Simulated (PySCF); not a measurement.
C2H10O2Si2. Atoms are numbered in the order given.

```xyz
16

C      2.2336    -0.4218     1.4912
O      0.9581    -0.0213     1.0437
Si     0.6333     0.6330    -0.4540
O      1.0760    -0.4066    -1.6805
C     -1.2069     0.9386    -0.4276
Si    -2.1953    -0.5454     0.1987
H      2.9340     0.4324     1.5502
H      2.6802    -1.1832     0.8262
H      2.1366    -0.8549     2.4989
H      1.4584     1.8448    -0.6909
H      0.5968    -1.2433    -1.7269
H     -1.4310     1.8086     0.2135
H     -1.5389     1.1935    -1.4487
H     -2.0997    -0.6805     1.6771
H     -3.6349    -0.4258    -0.1808
H     -1.6665    -1.7965    -0.4309
```
Charge 0, spin multiplicity 1.

Geometry: B3LYP-D3(BJ)/def2-SVP. The structure was generated by enumeration; whether it is a known compound was not checked. Other conformers were not sampled.

Level of theory: M06-2X/def2-TZVP in PySCF.

Atomic charges (e):

```json
[
 {"atom": "C1", "Mulliken": "-0.25", "meta-Löwdin": "-0.10"},
 {"atom": "O2", "Mulliken": "-0.38", "meta-Löwdin": "-0.64"},
 {"atom": "Si3", "Mulliken": "0.59", "meta-Löwdin": "1.23"},
 {"atom": "O4", "Mulliken": "-0.56", "meta-Löwdin": "-0.77"},
 {"atom": "C5", "Mulliken": "-0.58", "meta-Löwdin": "-0.73"},
 {"atom": "Si6", "Mulliken": "0.21", "meta-Löwdin": "0.51"},
 {"atom": "H7", "Mulliken": "0.13", "meta-Löwdin": "0.10"},
 {"atom": "H8", "Mulliken": "0.14", "meta-Löwdin": "0.10"},
 {"atom": "H9", "Mulliken": "0.14", "meta-Löwdin": "0.12"},
 {"atom": "H10", "Mulliken": "-0.04", "meta-Löwdin": "-0.14"},
 {"atom": "H11", "Mulliken": "0.33", "meta-Löwdin": "0.35"},
 {"atom": "H12", "Mulliken": "0.17", "meta-Löwdin": "0.14"},
 {"atom": "H13", "Mulliken": "0.17", "meta-Löwdin": "0.14"},
 {"atom": "H14", "Mulliken": "-0.01", "meta-Löwdin": "-0.09"},
 {"atom": "H15", "Mulliken": "-0.03", "meta-Löwdin": "-0.10"},
 {"atom": "H16", "Mulliken": "-0.05", "meta-Löwdin": "-0.12"}
]
```

Computed Mayer and Wiberg (Löwdin basis) orders of the bonds:
```tsv
bond	Mayer	Wiberg
C1–O2	0.93	1.53
O2–Si3	1.11	1.50
Si3–O4	1.17	1.63
Si3–C5	0.98	1.15
C5–Si6	0.95	1.20
C1–H7	0.97	0.94
C1–H8	0.97	0.94
C1–H9	0.97	0.94
Si3–H10	0.97	0.90
O4–H11	0.87	1.02
C5–H12	0.92	0.83
C5–H13	0.92	0.84
Si6–H14	0.97	0.96
Si6–H15	0.97	0.95
Si6–H16	0.95	0.95
```
